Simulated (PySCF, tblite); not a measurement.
Isomers of [C7H12]- (charge -1 and doublet state), one GFN2-xTB conformer each. Single-point energies are computed at B3LYP/pcH-1 (PySCF, gas phase, no added dispersion term), electronic only. GFN2-xTB treats the open shell by occupation alone, and not every SCF solution was tested for stability.

```
              SMILES  GFN2-xTB relative energy (kcal/mol)
CC[C-]1[CH]C[C@@H]1C                                  0.0
  [CH2-][C](CC)C1CC1                                  2.8
```

Conformers: `[CH3:1][CH2:2][C-:3]1[CH:4][CH2:5][C@@H:6]1[CH3:7]` (charge -1 and doublet state) with C1–C2–C3–C4 -59°, C2–C3–C4–C5 148°, C3–C4–C5–C6 -13°, C4–C5–C6–C7 131°, C2–C3–C6–C5 -150°; `[CH2-:1][C:2]([CH2:3][CH3:4])[CH:5]1[CH2:6][CH2:7]1` (charge -1 and doublet state) with H–C1–C2–C3 -170° and -35°, C1–C2–C3–C4 -69°, C1–C2–C5–C6 -151°.

**Question.** What does B3LYP/pcH-1 give for the same structures?

**Answer.** 
```tsv
SMILES	B3LYP/pcH-1 E (Eh)	B3LYP/pcH-1 (kcal/mol)	GFN2-xTB (kcal/mol)	point group
CC[C-]1[CH]C[C@@H]1C	-273.88036	0.0	0.0	C1
[CH2-][C](CC)C1CC1	-273.87663	2.3	2.8	C1
```

Both levels put the same isomer lowest. As drawn, the lower has a four-membered ring, which the higher lacks; the higher has a three-membered ring, which the lower lacks. Neighbours under 5.0 kcal/mol apart (CC[C-]1[CH]C[C@@H]1C and [CH2-][C](CC)C1CC1) can change places with a better method, another conformer or zero-point energy.

**Question.** What happens when harmonic zero-point energies from GFN2-xTB frequencies are added?

**Answer.** 
```csv
SMILES,ZPE (kcal/mol),electronic (kcal/mol),with ZPE (kcal/mol)
CC[C-]1[CH]C[C@@H]1C,102.2,0.0,0.0
[CH2-][C](CC)C1CC1,101.4,2.3,1.5
```

The zero-point energies span 0.8 kcal/mol. The order is unchanged.
